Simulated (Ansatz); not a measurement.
A series at Si: from `[SiH3][SiH2][SiH2][SiH3]`, ligands are replaced one by one, each step taking up H₂ and setting free SiH₄; n counts the steps. Ansatz, PBE0-D4/def2-TZVP geometries. Each molecule was computed in one conformer, which needn't be the lowest.

| n | molecule | HOMO energy, ωB97M-V/def2-TZVPP (eV) |
| --- | --- | --- |
| 0 | `[SiH3][SiH2][SiH2][SiH3]` | -9.86 |
| 1 | `[SiH3][SiH2][SiH3]` | ? |
| 2 | `[SiH3][SiH3]` | -10.43 |
| 3 | SiH₄ | -12.14 |

Q: By hand: fit a straight line y = ȳ + b (n − n̄) to the 3 given rows and predict n = 1.

A: n̄ = 1.667, ȳ = -10.810; Σ(n − n̄)(y − ȳ) = -3.230, Σ(n − n̄)² = 4.667, so b = -0.692 eV a step. Prediction: -10.810 + (-0.692) × (-0.667) = -10.35 eV.

Q: By hand: compare with the computed value, -10.00 eV, and give the steps along the whole series.

A: The line misses by 0.35 eV (computed minus predicted). Steps: -0.14, -0.43, -1.71 eV.

One step carries most of the change, so a line is a poor guide. The highest orbital can change its character along such a series. The miss is 15.4 % of the series' range.
